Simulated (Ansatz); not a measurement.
Molecule: sum formula GeOF2, charge 0, multiplicity 1. 
Coordinates optimised at B3LYP-D3(BJ)/def2-TZVP (Ansatz, a first-principles code):
```
Ge
O 1 1.6283
F 1 1.7138 2 129.39
F 1 1.7138 2 129.39 3 -180.00
```

Basis-set convergence of Hartree-Fock and CCSD correlation energies (hartree) with Ansatz. Correlated levels leave the core frozen unless marked. No spin-orbit coupling. The frozen core is the preceding noble-gas configuration, with the filled d and f shells of earlier blocks. Non-relativistic.

```json
[
 {"basis": "cc-pVDZ", "functions": "69", "E(HF)": "-2349.09043", "E(corr, CCSD)": "-0.66192"},
 {"basis": "cc-pVTZ", "functions": "133", "E(HF)": "…", "E(corr, CCSD)": "…"}
]
```

**Question.** What belongs in the gaps?

**Answer.** 
- cc-pVTZ, E(HF): -2349.27491
- cc-pVTZ, E(corr, CCSD): -0.85043
